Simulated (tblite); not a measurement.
Species: C₆H₁₁OP.
Numbering: `[CH3:1]/[CH:2]=[CH:3]/[P:4]([CH3:5])[C:6]([CH3:7])=[O:8]` (hydrogens: H9, H10, H11 on C1; H12 on C2; H13 on C3; H14, H15, H16 on C5; H17, H18, H19 on C7)

Cartesian coordinates in Å at the GFN2-xTB level; atoms count from 1:
```xyz
19
C6H11OP angstrom
C      2.928    0.767   -0.016
C      1.718    0.083    0.522
C      0.694   -0.327   -0.215
P     -0.763   -1.157    0.499
C     -1.302   -2.103   -0.988
C     -1.911    0.305    0.291
C     -1.654    1.431    1.247
O     -2.813    0.281   -0.505
H      3.050    1.742    0.455
H      2.856    0.901   -1.093
H      3.819    0.181    0.209
H      1.704   -0.078    1.593
H      0.695   -0.198   -1.292
H     -1.433   -1.438   -1.841
H     -2.252   -2.588   -0.769
H     -0.558   -2.866   -1.211
H     -2.158    2.339    0.923
H     -0.584    1.600    1.353
H     -2.047    1.134    2.219
```

All values are computed: GFN2-xTB (tblite) harmonic vibrations without scaling, gas phase. This tight-binding method is rough: wavenumbers can miss measured ones by several per cent, in bad cases by 10 to 20. One conformer, not necessarily the lowest.

Harmonic wavenumbers (cm⁻¹): 31.3, 44.2, 80.5, 103.0, 117.1, 156.3, 167.9, 197.5, 247.0, 279.7, 333.8, 382.5, 438.6, 508.0, 617.3, 690.8, 744.7, 775.6, 869.3, 892.4, 953.8, 976.5, 982.6, 987.7, 1032.1, 1100.6, 1105.6, 1205.5, 1276.5, 1310.4, 1357.5, 1398.4, 1425.2, 1440.8, 1442.9, 1443.6, 1472.3, 1478.4, 1676.7, 1746.5, 2992.1, 2997.8, 3003.2, 3005.4, 3007.6, 3012.8, 3018.6, 3023.9, 3036.8, 3037.6, 3053.9.

A = 2383, B = 1101, C = 863.9 MHz; mass 130.055 u (most abundant isotopes); point group C1, symmetry number 1.

Q: What is the zero-point energy?

A: ½Σν̃ = 33340 cm⁻¹ = 95.33 kcal/mol.

Q: Give the ideal-gas entropy at 298.15 K and 1 bar in the rigid-rotor, harmonic-oscillator model (classical rotation).

A: Translation 40.53, rotation 29.34, vibration 37.84: S = 107.7 cal/(mol K).

Q: And Cp and H(298.15 K) − H(0)?

A: Cp = 40.78 cal/(mol K), of which vibrations give 32.84 (their classical limit is 51 R = 101.3); H(298.15 K) − H(0) = 7.88 kcal/mol without the zero-point energy, 5.51 from vibrations.

Q: Which modes carry the vibrational entropy at 298.15 K?

A: 31.3 cm⁻¹: 5.75; 44.2 cm⁻¹: 5.06; 80.5 cm⁻¹: 3.88; 103.0 cm⁻¹: 3.40; 117.1 cm⁻¹: 3.15; 156.3 cm⁻¹: 2.59 cal/(mol K); the other 45 give 14.02 together.

Q: Blend soft modes into free rotors: weight 1/[1 + (100 cm⁻¹/ν̃)⁴] for the oscillator and the rest for a rotor with moment μB/(μ + B), μ = h/(8π²ν), B = 10⁻⁴⁴ kg m². What vibrational entropy results?

A: 33.77 cal/(mol K) in place of 37.84, which changes −T·S at 298.15 K by +1.22 kcal/mol.

Q: What must be added to the electronic energy to get the Gibbs energy at 298.15 K and 1 bar?

A: ZPE + [H(298.15 K) − H(0)] − T·S = 95.33 + 7.88 − 32.11 = 71.10 kcal/mol.

Hindered rotation and anharmonicity are outside this model. Other conformers, if any are populated, would add a mixing term that is left out. The structure is chiral; the term R ln 2 for an equal mix with its mirror image is left out.
